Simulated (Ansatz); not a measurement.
This geometry of BH₇N₂Si₂ (12 atoms, charge 0, multiplicity 1) is a first-order saddle point.

All numbers below come from RKS PBE-D4/def2-SVP (Ansatz 0.2.0).

```xyz
12
Properties=species:S:1:pos:R:3
N -1.713 0.427 1.071
Si -0.100 0.036 1.598
Si 1.082 -0.760 -0.269
B 0.274 -0.682 -2.067
N 1.008 0.409 -1.657
H -2.107 1.361 1.175
H -2.232 -0.155 0.414
H -0.040 -0.999 2.702
H 0.481 1.309 2.162
H 2.476 -1.294 -0.037
H -0.346 -1.033 -3.045
H 1.294 1.326 -2.011
```

Problem. Which two structures does it join? (They come from a converged band through this point; their orientation in space is the band's.)

Solution. No bond is made or broken. The height of N1 over the plane of its neighbours goes from 0.32 to -0.27 Å.

First end point:

```xyz
12
Properties=species:S:1:pos:R:3
N -1.693 0.465 1.197
Si -0.065 -0.046 1.628
Si 1.124 -0.699 -0.296
B 0.227 -0.622 -2.051
N 0.865 0.522 -1.621
H -1.752 1.285 0.585
H -2.299 -0.267 0.813
H -0.176 -1.192 2.599
H 0.605 1.115 2.319
H 2.576 -1.101 -0.165
H -0.396 -0.988 -3.021
H 1.061 1.471 -1.954
```

Last end point:

```xyz
12
Properties=species:S:1:pos:R:3
N -1.707 0.512 0.930
Si -0.121 0.105 1.554
Si 1.030 -0.764 -0.292
B 0.317 -0.612 -2.123
N 1.125 0.408 -1.672
H -2.344 1.050 1.526
H -2.224 -0.227 0.446
H -0.047 -0.893 2.698
H 0.482 1.384 2.078
H 2.358 -1.414 0.017
H -0.288 -0.907 -3.128
H 1.496 1.304 -1.999
```

Problem. How far does it lie above each of them?

Solution. 1.9 kJ/mol above the first and 3.5 kJ/mol above the second. This is the barrier of this one path; another mechanism may lie lower.

Run time: 86 s on 2 threads of AMD EPYC 7B13 (Zen 3) (shared host), peak memory 0.18 GiB.
